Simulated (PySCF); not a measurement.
Be(F)(SeH) (BeFHSe), SMILES [F][Be][SeH].

Geometry optimised at r2SCAN-D4/def2-TZVP. The values are those of a single conformer.

All values below come from PySCF with HF/def2-TZVPD.

The molecule is in vacuum.

Computed frontier levels, gap, dipole moment and polarisability:
The highest occupied level comes out as -10.02 eV and the lowest empty level comes out as 0.91 eV. The orbital gap is 10.93 eV, the dipole moment is 0.80 D and the quadrupole, principal values (traceless, Buckingham form, about the centre of nuclear charge) is -9.44, 1.43, 8.01 D·Å. The mean static polarisability is 40.3 bohr³ (5.97 Å³) and the polarisability, principal values is 37.5, 37.9, 45.5 bohr³.
